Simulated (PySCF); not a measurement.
Charge on either side of a bond

C2H10OS2Si2.
Atom-mapped SMILES: `[OH:1][SiH2:2][SiH2:3][S:4][CH2:5][CH2:6][SH:7]` (hydrogens: H8 on O1; H9, H10 on Si2; H11, H12 on Si3; H13, H14 on C5; H15, H16 on C6; H17 on S7)

Structure used (GFN2-xTB), in Å, numbered top down from 1:
```xyz
17
C2H10OS2Si2 angstrom
O     -3.8582    0.1168   -0.5999
Si    -2.5947   -0.0736    0.4054
Si    -1.1101   -1.0057   -1.0848
S      0.8381   -1.2757   -0.1880
C      1.2711    0.4721    0.1644
C      2.7620    0.6203    0.3893
S      3.7172    0.3764   -1.1457
H     -4.6879    0.4920   -0.3180
H     -2.2119    1.2292    0.9754
H     -2.9811   -0.9040    1.5530
H     -1.3685   -2.3763   -1.5173
H     -0.8228   -0.2075   -2.2838
H      0.7276    0.7729    1.0615
H      0.9523    1.0821   -0.6810
H      3.1173   -0.0956    1.1306
H      2.9976    1.6329    0.7182
H      3.2448   -0.8442   -1.3809
```

Atomic charges (e) from the PBE0/pcSseg-1 density (PySCF):

```tsv
atom	Mulliken	IAO	Hirshfeld	ESP-fitted
O1	-0.5609	-0.7988	-0.3100	-0.6763
Si2	+0.6194	+0.7416	+0.3166	+0.5679
Si3	+0.2413	+0.3850	+0.2295	+0.1182
S4	-0.3069	-0.2103	-0.0965	-0.2997
C5	-0.3465	-0.3300	-0.0751	-0.0747
C6	-0.3175	-0.3300	-0.0717	-0.2912
S7	-0.1444	-0.0850	-0.0758	-0.3109
H8	+0.2498	+0.3667	+0.1821	+0.4395
H9	-0.1136	-0.1456	-0.0855	-0.1335
H10	-0.1009	-0.1396	-0.0831	-0.1306
H11	-0.0296	-0.0803	-0.0637	+0.0193
H12	-0.0204	-0.0957	-0.0690	-0.0242
H13	+0.1674	+0.1493	+0.0386	+0.0949
H14	+0.1711	+0.1509	+0.0355	+0.1132
H15	+0.1680	+0.1572	+0.0401	+0.1556
H16	+0.1667	+0.1657	+0.0530	+0.2084
H17	+0.1572	+0.0988	+0.0353	+0.2240
```

Q: Cut each of the bonds O1–Si2, Si2–Si3, Si3–S4, C5–S4, C6–C5 and S7–C6 in turn and sum the charges on the side of the atom named first.

A: In e; the other side holds the opposite charge:

```
bond cut   piece  atoms  Mulliken     IAO  Hirshfeld  ESP-fitted
  O1–Si2      OH      2    -0.311  -0.432     -0.128      -0.237
 Si2–Si3   SiOH3      5    +0.094  +0.024     +0.020      +0.067
  Si3–S4  Si2OH5      8    +0.285  +0.233     +0.117      +0.180
   C5–S4   C2H5S      8    +0.022  -0.023     -0.020      +0.119
   C6–C5    CH3S      5    +0.030  +0.007     -0.019      -0.014
   S7–C6      SH      2    +0.013  +0.014     -0.041      -0.087
```

Extremes among these pieces. Mulliken: lowest OH at O1, highest Si2OH5 at Si3; IAO: lowest OH at O1, highest Si2OH5 at Si3; Hirshfeld: lowest OH at O1, highest Si2OH5 at Si3; ESP-fitted: lowest OH at O1, highest Si2OH5 at Si3.

Q: Do the schemes agree better on the pieces than on the single atoms at the cuts?

A: The spread between schemes averages 0.140 e for the pieces and 0.324 e for the atoms named first; it is smaller for the piece at 6 of the 6 cuts. On average they agree better on the pieces.

Isolated species at its GFN2-xTB geometry (one conformer only).
